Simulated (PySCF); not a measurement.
Run record: EPR job, `Fc1[c]ccc(Cl)c1` [radical].

Computed with UKS B3LYP, pcH-1 on C Cl F H, non-relativistic, mean-field spin-orbit, GIAO (PySCF 2.14.0). Geometry: GFN2-xTB. A driver script takes a list of jobs; this job's settings line and coordinates (Å) are shown.

Command:
```bash
OMP_NUM_THREADS=1 python probes_run.py task.json out
```

Input:
```
{"job": {"kind": "epr", "basis": "pcH-1"}, "charge": 0, "multiplicity": 2}
F      2.547083    -1.282474     0.036622
C      1.298932    -0.796760     0.017366
C      0.195322    -1.600853     0.002007
C     -1.080604    -1.129997    -0.016541
C     -1.277381     0.250187    -0.020272
C     -0.171820     1.085915    -0.006418
Cl    -0.404221     2.798775    -0.014623
C      1.119338     0.584576     0.013006
H     -1.928269    -1.796926    -0.028155
H     -2.275074     0.658512    -0.033777
H      1.982118     1.231717     0.024822
```

Output:
```
UKS, coarse grid
  cycle   1  E = -790.35490598  |g| = 3.86e-01
  cycle   2  E = -790.31267421  |g| = 5.30e-01
  cycle   3  E = -790.40602572  |g| = 7.78e-02
  cycle   4  E = -790.40797112  |g| = 4.57e-02
  cycle   5  E = -790.40905074  |g| = 1.27e-02
  cycle   6  E = -790.40913980  |g| = 4.43e-03
  cycle   7  E = -790.40915765  |g| = 2.35e-03
  cycle   8  E = -790.40916300  |g| = 1.10e-03
  cycle   9  E = -790.40916557  |g| = 5.73e-04
UKS, final grid
  cycle   1  E = -790.40909253  |g| = 7.32e-04
  cycle   2  E = -790.40909211  |g| = 1.30e-03
  cycle   3  E = -790.40909309  |g| = 1.99e-04
  cycle   4  E = -790.40909316  |g| = 1.52e-04
  cycle   5  E = -790.40909324  |g| = 4.32e-05
  cycle   6  E = -790.40909324  |g| = 1.05e-05
E = -790.40909324 Eh   <S^2> = 0.7574 (exact 0.7500)
g shifts (ppm)      1          2          3
  rmc          -160       -160       -160
  gc             30         12          0
  oz_so        -587       -158        111
  total        -716       -307        -49
hyperfine (MHz)  atom isotope    a_iso     a_fc   dipolar eigenvalues
    0   19F      60.97      60.70    -40.45    -13.59     54.04
    1   13C     -11.91     -11.89    -16.11     -5.99     22.10
    2   13C     412.74     412.82    -79.55    -62.22    141.77
    3   13C       5.80       5.80    -13.21     -1.06     14.27
    4   13C      50.15      50.16     -6.44     -2.11      8.56
    5   13C      -8.12      -8.10     -6.91      2.45      4.45
    6  35Cl       1.53       1.51     -2.00      0.48      1.52
    7   13C      28.41      28.42     -5.11     -0.92      6.03
    8    1H      66.30      66.30     -6.79     -5.67     12.45
    9    1H      10.44      10.44     -3.13     -2.33      5.47
   10    1H      24.41      24.41     -2.75     -2.03      4.78
```

rmc, gc and oz_so are the mass-correction, gauge-correction and orbital-Zeeman/spin–orbit parts of the g shift along its three principal axes; a_iso is the isotropic hyperfine coupling and a_fc its Fermi-contact part. The program numbers atoms from 0.

Question: Get g_iso from the total shifts.

Answer: Their mean is -357 ppm; added to g_e = 2.002319 it gives 2.00196.

In short: ⟨S²⟩ 0.757; g_iso 2.0020.

Geometry: GFN2-xTB; no solvent, vibrations or thermal averaging.

Question: Estimate the wall time. Hardware: one thread of an Arm Neoverse V2, no GPU, shared host. And the peak memory of the process?

Answer: About 64 s (density and orbital grids were written too), with 0.94 GiB resident at the peak, the Python interpreter and its libraries included.
Labels such as C1 count atoms from 1, the log's own numbers from 0.
